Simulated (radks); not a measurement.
Nb VI, configuration [Kr] (the NIST ground configuration). Calculated with a radial shooting solver on a logarithmic mesh with Libxc functionals: Dirac Kohn-Sham, PBE, spin-unpolarised, spherical densities, point nucleus.

Spin-orbit splittings of the eigenvalues, e(l+1/2) - e(l-1/2), with zeta = 2 splitting/(2l+1) and mean radii in bohr:

shell  occ.  splitting (eV)  zeta (eV)  <r> j=l-1/2  <r> j=l+1/2
2p        6           95.77      63.85       0.1346       0.1391
3p        6           15.54      10.36       0.4382       0.4487
3d       10           2.899      1.160       0.4301       0.4336
4p        6           2.375      1.583        1.212        1.236
4d        0          0.3054     0.1221        1.518        1.526
